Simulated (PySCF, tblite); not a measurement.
C6H7NOS.
Atom-mapped SMILES: `[CH3:1][S@@:2](=[O:3])[c:4]1[cH:5][cH:6][cH:7][cH:8][n:9]1` (hydrogens: H10, H11, H12 on C1; H13 on C5; H14 on C6; H15 on C7; H16 on C8)

Computed with GFN2-xTB (tblite), gas phase: Langevin dynamics at 300 K from the optimised GFN2-xTB geometry, time step 0.5 fs, friction 0.01 fs⁻¹, 2000 steps. Over the second half of the run the saved frames average 291 K.

Frame at 250 fs, instantaneous temperature 274 K:
```
atom  x, y, z in Å
C1      1.963    0.949    0.802
S2      1.456    0.216   -0.755
O3      2.089   -1.091   -0.730
C4     -0.304    0.000   -0.180
C5     -0.921   -1.201   -0.245
C6     -2.227   -1.377    0.184
C7     -2.886   -0.230    0.642
C8     -2.122    0.875    0.695
N9     -0.858    1.064    0.355
H10     1.737    0.177    1.459
H11     3.000    1.274    0.780
H12     1.272    1.766    0.942
H13    -0.348   -2.005   -0.617
H14    -2.677   -2.362    0.235
H15    -3.933   -0.258    0.979
H16    -2.599    1.767    1.142
```

Frame at 425 fs, instantaneous temperature 264 K:
```
atom  x, y, z in Å
C1      1.704    1.086    1.117
S2      0.992    0.207   -0.398
O3      1.762   -1.096   -0.352
C4     -0.681   -0.187    0.313
C5     -1.228   -1.471    0.239
C6     -2.543   -1.746    0.574
C7     -3.245   -0.569    0.929
C8     -2.646    0.659    1.099
N9     -1.359    0.870    0.733
H10     1.768    0.460    1.956
H11     2.716    1.254    0.953
H12     1.295    2.025    1.438
H13    -0.540   -2.308   -0.037
H14    -2.909   -2.751    0.523
H15    -4.332   -0.715    1.170
H16    -3.191    1.557    1.337
```

Frame at 625 fs, instantaneous temperature 357 K:
```
atom  x, y, z in Å
C1      1.804    1.030    1.122
S2      1.039    0.298   -0.355
O3      1.800   -0.918   -0.597
C4     -0.541   -0.173    0.369
C5     -1.114   -1.361   -0.100
C6     -2.350   -1.761    0.419
C7     -3.059   -0.875    1.249
C8     -2.447    0.365    1.495
N9     -1.215    0.644    1.164
H10     1.804    0.268    1.911
H11     2.752    1.489    0.914
H12     1.109    1.894    1.341
H13    -0.577   -1.960   -0.826
H14    -2.783   -2.616   -0.070
H15    -3.935   -1.200    1.714
H16    -2.927    1.083    2.158
```

Frame at 800 fs, instantaneous temperature 290 K:
```
atom  x, y, z in Å
C1      1.762    1.005    1.673
S2      1.255    0.347    0.024
O3      2.001   -0.949   -0.103
C4     -0.488   -0.209    0.603
C5     -0.936   -1.503    0.551
C6     -2.118   -1.719    1.078
C7     -2.840   -0.673    1.686
C8     -2.237    0.572    1.794
N9     -1.072    0.844    1.125
H10     1.753    0.212    2.362
H11     2.723    1.371    1.378
H12     1.033    1.752    1.935
H13    -0.397   -2.220   -0.028
H14    -2.454   -2.752    1.134
H15    -3.843   -0.685    2.083
H16    -2.651    1.328    2.436
```

Frame at 1000 fs, instantaneous temperature 222 K:
```
atom  x, y, z in Å
C1      2.281    0.944    1.592
S2      1.259    0.512    0.106
O3      1.669   -0.851   -0.380
C4     -0.332    0.317    0.916
C5     -1.065   -0.840    0.612
C6     -2.381   -0.812    0.940
C7     -2.873    0.223    1.750
C8     -2.017    1.310    2.004
N9     -0.772    1.353    1.568
H10     2.301    0.098    2.380
H11     3.285    1.046    1.153
H12     2.014    1.882    2.070
H13    -0.592   -1.633    0.050
H14    -3.049   -1.603    0.560
H15    -3.924    0.220    2.131
H16    -2.357    2.077    2.655
```

Q: What do single points at PBE0/pcSseg-1 (PySCF, gas phase) give on these frames?

A: 
```
t (fs)  GFN2-xTB E above start (eV)  DFT E above lowest frame (eV)  HOMO (eV)  LUMO (eV)  dipole (D)
   250                         0.45                           0.31      -6.66      -1.49        3.73
   425                         0.66                           0.40      -6.72      -1.55        3.63
   625                         0.44                           0.28      -6.55      -1.45        3.46
   800                         0.74                           0.53      -6.49      -1.38        4.14
  1000                         0.41                           0.00      -6.63      -1.34        3.62
```

Both levels order the frames alike by energy; measured from each level's lowest frame they differ by 0.27 eV at most. The HOMO–LUMO gap runs from 5.10 to 5.29 eV. These are instantaneous structures, not minima.

Q: And the isotropic GIAO shieldings (ppm) from the same runs?

A: 
```csv
atom,250 fs,425 fs,625 fs,800 fs,1000 fs,mean,range
C1,141.7,141.0,144.7,134.5,138.1,140.0,10.2
S2,169.3,130.8,178.8,109.7,173.4,152.4,69.1
O3,288.4,260.0,296.5,248.3,281.0,274.8,48.2
C4,2.3,3.9,7.7,-5.7,12.3,4.1,18.0
C5,67.1,55.5,50.7,73.2,59.6,61.2,22.5
C6,39.8,39.6,40.0,51.1,42.6,42.6,11.5
C7,59.3,55.4,57.4,57.7,52.5,56.5,6.8
C8,35.4,32.3,34.7,21.7,33.6,31.5,13.7
N9,-67.6,-102.9,-76.1,-90.7,-63.4,-80.1,39.5
H10,30.2,30.0,28.5,29.9,27.4,29.2,2.8
H11,28.7,30.2,28.8,29.0,28.5,29.0,1.7
H12,28.3,29.2,27.7,28.6,28.3,28.4,1.5
H13,24.4,23.3,23.2,24.0,23.2,23.6,1.2
H14,23.4,22.9,23.4,23.7,23.3,23.3,0.8
H15,23.8,23.9,24.5,24.2,23.6,24.0,0.9
H16,23.0,22.6,22.7,22.7,23.3,22.9,0.7
```

The cost below is that of the whole dynamics run. Rough CPU time on one thread of a shared machine: about 40 s.
